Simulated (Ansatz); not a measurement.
Energy needed to pull apart CH3Se (SMILES [CH2][SeH]), doublet, into free ground-state atoms, from the structure below (displaced at random from a GFN2-xTB minimum); no zero-point or spin–orbit terms; open-shell atoms are treated unrestricted, in their ground-state multiplicity.

```xyz
5
angstrom
C -0.3402 -0.4624 0.1978
Se 0.9420 0.8118 0.3346
H -0.2382 -1.3002 0.9077
H -0.7506 -0.6923 -0.7487
H 0.4154 1.6568 -0.7436
```

Ansatz 0.2.0; basis: def2-TZVPP; cores frozen in the correlated methods; orbitals are unrestricted. Filled d shells of the heavier atoms are correlated. The def2 sets are not built for correlating such inner shells, so the correlated values are less sure here. B3LYP uses VWN-RPA correlation.

```
   method  atomization energy (eV)
   PBE-D4                    15.64
r2SCAN-D4                    15.46
  PBE0-D4                    15.35
 B3LYP-D4                    15.31
 BHLYP-D4                        ?
  wB97M-V                    15.17
       HF                    10.86
      MP2                    14.84
     CCSD                        ?
  CCSD(T)                    14.87
```

(1) What does BHLYP-D4 give? (Judge from chemistry; the value comes from the calculation.)

(2) What does CCSD give? (Judge from chemistry; the value comes from the calculation.)

No T1 diagnostic of these runs exceeds 0.018. ⟨S²⟩ of the unrestricted Hartree–Fock references: 0.77 (a pure state has 0.75).

Answers

(1) Computed: 14.85 eV, which is about 0.02 eV less than CCSD(T)/def2-TZVPP.

(2) The calculation gives: 14.64 eV, which is about 0.22 eV less than CCSD(T)/def2-TZVPP.

In triple zeta the MP2 and coupled-cluster atomization energies are still short of their basis limit by a few kcal/mol a bond, whereas those of the functionals are nearly converged, so these differences are not deviations from converged CCSD(T).

For scale, one of the runs: CCSD(T)/def2-TZVPP forces, 121 basis functions (an equivalent command: `ansatz run in.yaml --threads 4`). The run took 120 s on 4 CPU threads (shared host), with 2.1 GiB of host memory at its peak.
